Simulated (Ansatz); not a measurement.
Mo(NH)2(Cl)(NH2) (ClH₄MoN₃), SMILES [NH]=[Mo](=[NH])([NH2])[Cl], multiplicity 1.

Geometry optimised at B3LYP-D3(BJ)/def2-SVP. The multiplicity is an assumed one; no other spin state was optimised. The structure was generated by enumeration; whether it is a known compound was not checked. The def2 effective core potentials stand for the cores of Mo; spin–orbit coupling is left out. Other conformers were not sampled.

Two levels are set side by side: PBE/def2-SVPD (Ansatz, a program for electronic structure) and CAM-B3LYP/def2-SVPD (Ansatz). Energy differences of separate SCF runs at the same geometry; the states with an electron removed or added have multiplicity 2 and 2. Differences are taken from unrounded values.

```csv
quantity,CAM-B3LYP,PBE,PBE minus CAM-B3LYP
vertical ionisation energy (eV),9.74,9.26,-0.48
vertical electron affinity (eV),0.40,-0.16,-0.56
vertical singlet–triplet gap (eV),3.69,3.76,0.07
```
